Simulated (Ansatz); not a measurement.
C3H10Si2 can be A, `CC=C([SiH3])[SiH3]`, or B, `[SiH3]/C=C/C[SiH3]`.

Program: Ansatz. Geometries: PBE0-D4/def2-TZVP. ΔE: electronic, gas phase. CCSD(T)/CBS is the MP2 limit (def2-TZVPP, def2-QZVPP) plus CCSD(T) − MP2 in def2-TZVPP, frozen cores. DFT in def2-TZVPP. B3LYP here is the variant with VWN-RPA as its local correlation; programs differ in this. Each species was taken in one conformer, which may not be the lowest.

(1) Which is lower in electronic energy at CCSD(T)/CBS, and by how much? (Estimate.)

(2) Give E(B) − E(A) in kcal/mol with ωB97M-V, B2PLYP, PBE0-D4, B3LYP, CCSD(T)/def2-TZVPP, CCSD/def2-TZVPP, r2SCAN-D4. (An estimate is asked.)

Largest T1 diagnostic: 0.012.

Answers

(1) The calculation gave: A, by 1.2 kcal/mol.

(2) Ansatz gave: ωB97M-V 1.1, B2PLYP 0.6, PBE0-D4 1.4, B3LYP 0.1, CCSD(T)/def2-TZVPP 1.1, CCSD/def2-TZVPP 0.8, r2SCAN-D4 1.3. None reverses the order clearly.

In def2-TZVPP, CCSD(T) changes the Hartree–Fock value by +1.3 kcal/mol (the triples alone add +0.3 kcal/mol) and MP2 by +1.5 kcal/mol. The D4 term adds +1.2 kcal/mol with B3LYP and +0.7 kcal/mol with PBE0; it sums over pairs of atoms, weighted by their polarisabilities, and B3LYP, whose exchange is more repulsive, gets the larger term.
